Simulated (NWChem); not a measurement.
The numbers come from NWChem runs, not from measurements. System: F2O2W, charge 0, spin multiplicity 1, at a geometry optimised with B3LYP/def2-SVP with def2 effective core potentials on W. The structure started from a generated list of species. Level: RHF/def2-TZVP with def2 effective core potentials on W.

The NWChem input:

```
start mol
memory heap 200 mb stack 900 mb global 1100 mb
geometry units angstroms nocenter noautoz
  W      0.000000     0.000000     0.015008
  O      0.000000    -1.361328     1.039665
  O      0.000000     1.361328     1.039665
  F      1.575934     0.000000    -0.985844
  F     -1.575934     0.000000    -0.985844
  symmetry group C2v
end
basis spherical
  * library def2-tzvp
end
ecp
  W library def2-ecp
end
scf
  rhf
  nopen 0
  maxiter 100
  thresh 1e-7
  semidirect memsize 60000000 filesize 0
end
task scf energy
```

Output (cleaned and shortened):

```
             Northwest Computational Chemistry Package (NWChem) 7.3.0
             --------------------------------------------------------

                                NWChem Input Module
                                -------------------

 Scaling coordinates for geometry "geometry" by  1.889725989
 (inverse scale =  0.529177249)

 Turning off AUTOSYM since
 SYMMETRY directive was detected!

                             Geometry "geometry" -> ""
                             -------------------------

 Output coordinates in angstroms (scale by  1.889725989 to convert to a.u.)

  No.       Tag          Charge          X              Y              Z
 ---- ---------------- ---------- -------------- -------------- --------------
    1 W                   74.0000     0.00000000     0.00000000     0.01500800
    2 O                    8.0000     0.00000000    -1.36132800     1.03966500
    3 O                    8.0000     0.00000000     1.36132800     1.03966500
    4 F                    9.0000     1.57593400     0.00000000    -0.98584400
    5 F                    9.0000    -1.57593400     0.00000000    -0.98584400

 Effective nuclear repulsion energy (a.u.)     823.7819087587

            Nuclear Dipole moment (a.u.)
            ----------------------------
        X                 Y               Z
 ---------------- ---------------- ----------------
     0.0000000000     0.0000000000     0.0000755890

      Symmetry information
      --------------------

 Group name             C2v
 Group number             16
 Group order               4
 No. of unique centers     3

      Symmetry unique atoms

     1    2    4


 Summary of "ao basis" -> "" (spherical)
 ------------------------------------------------------------------------------
       Tag                 Description            Shells   Functions and Types
 ---------------- ------------------------------  ------  ---------------------
 *                         def2-tzvp                  on all atoms

 Summary of "ao basis" -> "ao basis" (spherical)
 ------------------------------------------------------------------------------
       Tag                 Description            Shells   Functions and Types
 ---------------- ------------------------------  ------  ---------------------
 W                         def2-tzvp                14       40   6s4p3d1f
 O                         def2-tzvp                11       31   5s3p2d1f
 F                         def2-tzvp                11       31   5s3p2d1f

                                 NWChem SCF Module
                                 -----------------

  ao basis        = "ao basis"
  functions       =   164
  atoms           =     5
  closed shells   =    24
  open shells     =     0
  charge          =   0.00
  wavefunction    = RHF
  use symmetry    = T
  symmetry adapt  = T

 Summary of "ao basis" -> "ao basis" (spherical)
 ------------------------------------------------------------------------------
       Tag                 Description            Shells   Functions and Types
 ---------------- ------------------------------  ------  ---------------------
 W                         def2-tzvp                14       40   6s4p3d1f
 O                         def2-tzvp                11       31   5s3p2d1f
 F                         def2-tzvp                11       31   5s3p2d1f

      Symmetry analysis of basis
      --------------------------

        a1         60
        a2         24
        b1         40
        b2         40
[...]
       -----------------------------------------------

  Numbering of irreducible representations:

     1 a1          2 a2          3 b1          4 b2

  Orbital symmetries:

     1 b1          2 a1          3 b2          4 a1          5 a1
     6 b2          7 a1          8 b1          9 a1         10 b1
    11 a1         12 b2         13 a1         14 b1         15 a2
    16 a1         17 b2         18 b1         19 a1         20 b2
    21 a2         22 a1         23 b1         24 b2         25 a1
    26 a2         27 a1         28 b1         29 b2         30 a1
    31 b1         32 a1         33 b2         34 a1

             Final eigenvalues
             -----------------

              1
    1  -26.3470
    2  -26.3470
    3  -20.6245
    4  -20.6245
    5   -3.6528
    6   -2.1462
    7   -2.1414
    8   -2.1334
    9   -1.6174
   10   -1.6022
   11   -1.2959
   12   -1.2804
   13   -0.7548
   14   -0.7517
   15   -0.7277
   16   -0.7232
   17   -0.7185
   18   -0.6931
   19   -0.6386
   20   -0.6166
   21   -0.5662
   22   -0.5660
   23   -0.5407
   24   -0.5114
   25    0.0268
   26    0.0526
   27    0.0560
   28    0.0940
   29    0.0960
   30    0.1163
   31    0.1798
   32    0.1817
   33    0.1940
   34    0.3025

                       ROHF Final Molecular Orbital Analysis
                       -------------------------------------

 Vector   22  Occ=2.000000D+00  E=-5.659767D-01  Symmetry=a1
              MO Center= -9.5D-15, -9.5D-14,  8.3D-01, r^2= 2.7D+00
   Bfn.  Coefficient  Atom+Function         Bfn.  Coefficient  Atom+Function
  ----- ------------  ---------------      ----- ------------  ---------------
    47      0.285925  2 O  py                78     -0.285925  3 O  py
    50      0.270240  2 O  py                81     -0.270240  3 O  py
     3     -0.255812  1 W  s                  5      0.214760  1 W  s
    12     -0.163136  1 W  pz                21      0.155699  1 W  d  0

 Vector   23  Occ=2.000000D+00  E=-5.407335D-01  Symmetry=b1
              MO Center=  2.7D-14, -2.2D-13,  8.1D-01, r^2= 2.6D+00
   Bfn.  Coefficient  Atom+Function         Bfn.  Coefficient  Atom+Function
  ----- ------------  ---------------      ----- ------------  ---------------
    46      0.278849  2 O  px                77      0.278849  3 O  px
    49      0.265513  2 O  px                80      0.265513  3 O  px
    10     -0.176319  1 W  px                52      0.172850  2 O  px
    83      0.172850  3 O  px

 Vector   24  Occ=2.000000D+00  E=-5.113728D-01  Symmetry=b2
              MO Center=  1.5D-14, -3.7D-14,  9.8D-01, r^2= 2.5D+00
   Bfn.  Coefficient  Atom+Function         Bfn.  Coefficient  Atom+Function
  ----- ------------  ---------------      ----- ------------  ---------------
    48      0.294891  2 O  pz                79     -0.294891  3 O  pz
    51      0.280475  2 O  pz                82     -0.280475  3 O  pz
    54      0.193468  2 O  pz                85     -0.193468  3 O  pz

 Vector   25  Occ=0.000000D+00  E= 2.677746D-02  Symmetry=a1
              MO Center=  2.3D-15, -3.4D-15, -3.2D-01, r^2= 2.4D+00
   Bfn.  Coefficient  Atom+Function         Bfn.  Coefficient  Atom+Function
  ----- ------------  ---------------      ----- ------------  ---------------
    21      0.534773  1 W  d  0              26      0.361051  1 W  d  0
    18     -0.341937  1 W  pz                 6      0.336210  1 W  s
    12      0.159630  1 W  pz               116      0.155572  4 F  pz
   147      0.155572  5 F  pz                23     -0.151727  1 W  d  2

 Vector   26  Occ=0.000000D+00  E= 5.257256D-02  Symmetry=a2
              MO Center=  1.7D-14, -3.3D-14,  2.1D-01, r^2= 1.9D+00
   Bfn.  Coefficient  Atom+Function         Bfn.  Coefficient  Atom+Function
  ----- ------------  ---------------      ----- ------------  ---------------
    19      0.623498  1 W  d -2              24      0.426332  1 W  d -2
    52      0.239668  2 O  px                83     -0.239668  3 O  px
    46      0.179522  2 O  px                77     -0.179522  3 O  px
    49      0.167594  2 O  px                80     -0.167594  3 O  px

 Vector   27  Occ=0.000000D+00  E= 5.604296D-02  Symmetry=a1
              MO Center= -2.7D-14, -1.7D-14, -2.9D-01, r^2= 7.0D+00
   Bfn.  Coefficient  Atom+Function         Bfn.  Coefficient  Atom+Function
  ----- ------------  ---------------      ----- ------------  ---------------
     6      1.584466  1 W  s                  5     -0.469186  1 W  s
   107     -0.300289  4 F  s                138     -0.300289  5 F  s
     3     -0.196678  1 W  s                 18     -0.165323  1 W  pz

 center of mass
 --------------
 x =   0.00000000 y =   0.00000000 z =  -0.01071220

 moments of inertia (a.u.)
 ------------------
         467.180218663322           0.000000000000           0.000000000000
           0.000000000000         592.466209447490           0.000000000000
           0.000000000000           0.000000000000         548.699800112140

  Mulliken analysis of the total density
  --------------------------------------

    Atom       Charge   Shell Charges
 -----------   ------   -------------------------------------------------------
    1 W   14    11.83   0.02 -0.37  1.72  0.67  0.29 -0.03  2.34  3.12  0.74  0.11  1.66  1.23  0.08  0.25
    2 O    8     8.60   0.79  1.18  0.59  0.99  0.36  1.77  2.01  0.87  0.00  0.03  0.00
    3 O    8     8.60   0.79  1.18  0.59  0.99  0.36  1.77  2.01  0.87  0.00  0.03  0.00
    4 F    9     9.49   0.77  1.20  0.59  1.02  0.37  2.23  2.30  0.99  0.00  0.01  0.00
    5 F    9     9.49   0.77  1.20  0.59  1.02  0.37  2.23  2.30  0.99  0.00  0.01  0.00

       Multipole analysis of the density wrt the origin
       ------------------------------------------------

     L   x y z        total         open         nuclear
     -   - - -        -----         ----         -------
     0   0 0 0     -0.000000      0.000000     48.000000

     1   1 0 0     -0.000000      0.000000      0.000000
     1   0 1 0      0.000000      0.000000      0.000000
     1   0 0 1     -0.845808      0.000000     -1.701585

     2   2 0 0    -35.229821      0.000000    159.641657
     2   1 1 0      0.000000      0.000000      0.000000
     2   1 0 1      0.000000      0.000000      0.000000
     2   0 2 0    -35.774181      0.000000    105.887138
     2   0 1 1      0.000000      0.000000      0.000000
     2   0 0 2    -35.154319      0.000000    124.243032

 Task  times  cpu:        8.9s     wall:        8.9s

 Total times  cpu:        9.0s     wall:        9.0s
```
